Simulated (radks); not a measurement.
Values are calculated unless marked as measured or tabulated.
The mean radii <r> (bohr) of the occupied orbitals of an atom or ion are listed with their occupations. Code: a radial shooting solver on a logarithmic mesh with Libxc functionals. Model: scalar-relativistic Kohn-Sham, r2SCAN, spin-polarised, spherical densities, finite nucleus; meta-GGA in the generalised Kohn-Sham scheme; Fermi nuclear charge, rms radius of each element as measured or else 0.836 A^(1/3) + 0.57 fm.

orbital  occ.      <r>
1s up       1  0.06944
1s down     1  0.06918
2s up       1   0.3026
2s down     1   0.3064
2p up       3   0.2637

Name the element and its charge. Open shells, if any, are filled with parallel spins first.

Answer. Z = 22, titanium, charge +15: Ti15+ in [He] 2s2 2p3. The 1s radius gives Z: for a bare nucleus <r> = (2 gamma + 1)/(2Z) with gamma = sqrt(1 - (Z/c)^2), 0.06759 bohr for Z = 22, and screening makes it slightly larger (0.06944 here). The occupations add up to 7, and the charge is Z minus that.
